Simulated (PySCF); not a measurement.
A side-by-side comparison of computed properties.

First species: C3H11PSi2.
InChI=1S/C3H11PSi2/c1-3-5-6(2)4/h3,6H,1,4-5H2,2H3/t6-/m1/s1

Second species: C3H7NSSi2.
Atom-mapped SMILES: `[N:1]#[C:2][C@H:3]1[CH2:4][SiH2:5][S:6][SiH2:7]1` (hydrogens: H8 on C3; H9, H10 on C4; H11, H12 on Si5; H13, H14 on Si7)

Structure used (GFN2-xTB), in Å, numbered top down from 1:
```xyz
14
C3H7NSSi2 angstrom
N     -2.391   -2.294    0.109
C     -1.589   -1.503    0.312
C     -0.590   -0.501    0.520
C      0.701   -0.853   -0.233
Si     1.911    0.622   -0.222
S      0.571    2.319   -0.268
Si    -1.256    1.214   -0.047
H     -0.386   -0.454    1.596
H      1.159   -1.743    0.204
H      0.450   -1.111   -1.265
H      2.669    0.696    1.022
H      2.741    0.667   -1.416
H     -2.061    1.826    0.998
H     -1.930    1.113   -1.334
```

Levels: CAM-B3LYP/def2-SVPD for HOMO energy, LUMO energy, HOMO–LUMO gap and static isotropic polarisability; TDDFT CAM-B3LYP/def2-SVPD for lowest singlet excitation; TDA CAM-B3LYP/def2-SVPD for lowest triplet excitation (Tamm–Dancoff). Geometries: GFN2-xTB. Each species is one conformer at its optimised geometry, gas phase, non-relativistic unless stated; the electronic structure was computed with PySCF and density fitting.

The conformers computed, where there is a choice (atom-mapped SMILES and torsion angles):
- `[CH2:1]=[CH:2][SiH2:3][Si@H:4]([CH3:5])[PH2:6]`: C1–C2–Si3–Si4 97°, C2–Si3–Si4–C5 60°, H–P6–Si4–Si3 44°, H–P6–Si4–Si3 -48°

The conformers of `N#C[C@H]1C[SiH2]S[SiH2]1` aren't listed.

Values for the first species:

* HOMO energy: -8.30 eV
* LUMO energy: 0.43 eV
* HOMO–LUMO gap: 8.73 eV
* Lowest singlet excitation: 6.03 eV
* Lowest triplet excitation (Tamm–Dancoff): 4.25 eV
* Static isotropic polarisability: 121.0 au

Question: Estimate the same properties for the second species, and the change in each.

Answer: 
```json
{"property": "HOMO energy", "first": "-8.30 eV", "second": "-8.87 eV", "second less first": "-0.57 eV"}
{"property": "LUMO energy", "first": "0.43 eV", "second": "0.21 eV", "second less first": "-0.22 eV"}
{"property": "HOMO–LUMO gap", "first": "8.73 eV", "second": "9.08 eV", "second less first": "+0.35 eV"}
{"property": "lowest singlet excitation", "first": "6.03 eV", "second": "5.83 eV", "second less first": "-0.20 eV"}
{"property": "lowest triplet excitation (Tamm–Dancoff)", "first": "4.25 eV", "second": "5.44 eV", "second less first": "+1.19 eV"}
{"property": "static isotropic polarisability", "first": "121.0 au", "second": "105.6 au", "second less first": "-15.4 au"}
```

On the first: The polarisability is 17.93 Å³ as a volume (1 au = 0.148185 Å³), or 1.68 au for each of the 72 electrons. S1 lies 2.70 eV below the HOMO–LUMO gap; its leading configuration is HOMO→LUMO, weight 0.85.

On the second: S1 lies 3.25 eV below the HOMO–LUMO gap; its leading configuration is HOMO→LUMO, weight 0.88. The polarisability is 15.65 Å³ as a volume (1 au = 0.148185 Å³), or 1.39 au for each of the 76 electrons.
